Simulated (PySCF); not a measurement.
A structure optimised at B3LYP-D3(BJ)/def2-SVP, used in a PySCF frequency run:

```
C
H 1 1.0892
C 1 1.4055 2 117.39
O 3 1.2746 1 125.84 2 180.00
C 1 1.4055 2 117.39 3 180.00
O 5 1.2746 1 125.84 2 180.00
C 5 1.5090 6 114.55 1 180.00
H 7 1.0975 5 112.75 6 180.00
H 7 1.1016 8 109.42 5 -121.63
H 7 1.1016 8 109.42 9 -116.75
C 3 1.5090 4 114.55 1 180.00
H 11 1.0975 3 112.75 4 180.00
H 11 1.1016 12 109.42 3 121.63
H 11 1.1016 12 109.42 13 116.75
Rh 4 2.0468 3 127.02 1 0.00
C 15 1.8613 4 89.82 3 180.00
O 16 1.1444 4 130.74 3 180.00
C 15 1.8613 16 91.31 4 180.00
O 18 1.1444 16 137.10 17 0.00
```

Problem. Write its SMILES, formula and point group.

Solution. CC1=CC(C)=[O]->[Rh](<-[C-]#[O+])(<-[C-]#[O+])[O]1, C7H7O4Rh, C2v

Problem. What are its rotational constants (standard atomic weights)?

Solution. 1.0080, 0.58479, 0.37180 GHz
